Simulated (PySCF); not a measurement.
## Atomic charges by several schemes

Species: C₈H₁₃F₃.
Numbering: `[CH3:1][C@H:2]1[CH2:3][CH2:4][C@@H:5]([C:6]([F:7])([F:8])[F:9])[CH2:10][CH2:11]1` (hydrogens: H12, H13, H14 on C1; H15 on C2; H16, H17 on C3; H18, H19 on C4; H20 on C5; H21, H22 on C10; H23, H24 on C11)

Cartesian coordinates in Å at the PBE0-D3(BJ)/def2-SVP level; atoms count from 1:
```
atom  x, y, z in Å
C1     2.2243    0.0582   -0.9304
C2     1.5877   -0.4481    0.3608
C3     0.9424    0.6783    1.1753
C4    -0.3330    1.2172    0.5359
C5    -1.3398    0.0949    0.2870
C6    -2.6014    0.6202   -0.3584
F7    -2.3650    1.1389   -1.5712
F8    -3.5152   -0.3464   -0.5147
F9    -3.1696    1.5839    0.3774
C10   -0.7247   -1.0370   -0.5354
C11    0.5559   -1.5541    0.1113
H12    1.4891    0.5094   -1.6144
H13    2.7144   -0.7633   -1.4764
H14    2.9879    0.8230   -0.7204
H15    2.3961   -0.8811    0.9750
H16    0.7002    0.2961    2.1828
H17    1.6617    1.5005    1.3221
H18   -0.1027    1.7069   -0.4249
H19   -0.7852    1.9880    1.1780
H20   -1.6643   -0.3121    1.2618
H21   -0.5182   -0.6644   -1.5524
H22   -1.4526   -1.8550   -0.6462
H23    0.9950   -2.3483   -0.5140
H24    0.3002   -2.0260    1.0766
```

Density: PBE0/pcSseg-1 (PySCF); schemes: Mulliken, IAO, Hirshfeld and ESP-fitted. The structure is a single PBE0-D3(BJ)/def2-SVP conformer in the gas phase; no vibrational or solvent corrections.

Question: Do the Mulliken, IAO, Hirshfeld and ESP-fitted schemes agree on where the charge is highest?

Answer: The schemes don't all agree: Mulliken C6 (+0.892); IAO C6 (+0.807); Hirshfeld C6 (+0.260); ESP-fitted C2 (+0.489).

Question: At which atom do the 4 schemes differ most?

Answer: At C2: from -0.350 (Mulliken) to +0.489 e (ESP-fitted), 0.839 e apart.

Question: Give the atomic charges in each scheme.

Answer: In e:

```csv
atom,environment,Mulliken,IAO,Hirshfeld,ESP-fitted
C1,methyl carbon,-0.221,-0.411,-0.116,-0.575
C2,sp3 CH carbon,-0.350,-0.099,-0.020,+0.489
C3,ring CH2 carbon,-0.153,-0.251,-0.065,-0.331
C4,ring CH2 carbon,-0.183,-0.259,-0.075,+0.101
C5,sp3 CH carbon,-0.440,-0.153,-0.053,-0.267
C6,CF3 carbon,+0.892,+0.807,+0.260,+0.387
F7,fluorine of a CF3 group,-0.277,-0.288,-0.088,-0.157
F8,fluorine of a CF3 group,-0.274,-0.287,-0.091,-0.160
F9,fluorine of a CF3 group,-0.274,-0.286,-0.091,-0.161
C10,ring CH2 carbon,-0.184,-0.259,-0.075,+0.107
C11,ring CH2 carbon,-0.153,-0.251,-0.065,-0.342
H12,methyl hydrogen,+0.114,+0.129,+0.036,+0.161
H13,methyl hydrogen,+0.117,+0.136,+0.040,+0.127
H14,methyl hydrogen,+0.117,+0.136,+0.040,+0.127
H15,methine hydrogen,+0.119,+0.129,+0.037,-0.051
H16,methylene hydrogen,+0.115,+0.124,+0.035,+0.067
H17,methylene hydrogen,+0.122,+0.133,+0.040,+0.079
H18,methylene hydrogen,+0.130,+0.132,+0.031,+0.020
H19,methylene hydrogen,+0.138,+0.143,+0.036,+0.033
H20,methine hydrogen,+0.139,+0.143,+0.040,+0.143
H21,methylene hydrogen,+0.130,+0.132,+0.031,+0.018
H22,methylene hydrogen,+0.138,+0.143,+0.036,+0.032
H23,methylene hydrogen,+0.122,+0.133,+0.040,+0.084
H24,methylene hydrogen,+0.115,+0.124,+0.035,+0.069
```

Mean size of the charges over all atoms: IAO 0.212 e, Mulliken 0.209 e, ESP-fitted 0.170 e, Hirshfeld 0.062 e. Each set sums to the total charge, 0, to within 0.001 e. The Mulliken scheme gives each basis function's population to the atom it is centred on and halves the overlap population of two atoms between them.

Question: Sum the charges by element.

Answer: 
```
element  atoms  Mulliken     IAO  Hirshfeld  ESP-fitted
      C      8    -0.793  -0.876     -0.209      -0.431
      F      3    -0.825  -0.861     -0.270      -0.477
      H     13    +1.617  +1.737     +0.479      +0.908
```

Question: How many electrons does the ESP-fitted scheme count on C2?

Answer: Z − q = 6 − (+0.489) = 5.511.

Question: How closely do the schemes follow one another over all atoms?

Answer: Correlation coefficient and root-mean-square difference: IAO with Hirshfeld 1.00, 0.180 e; Mulliken with Hirshfeld 0.94, 0.195 e; Mulliken with IAO 0.93, 0.096 e; Hirshfeld with ESP-fitted 0.66, 0.184 e; IAO with ESP-fitted 0.66, 0.203 e; Mulliken with ESP-fitted 0.50, 0.248 e.

The run behind these numbers computed NMR shieldings as well. Time: 66 s of wall time; peak memory 1.4 GiB. Hardware: Arm Neoverse V2, one thread, no GPU, shared host with 96 logical CPUs at a one-minute load of 62.
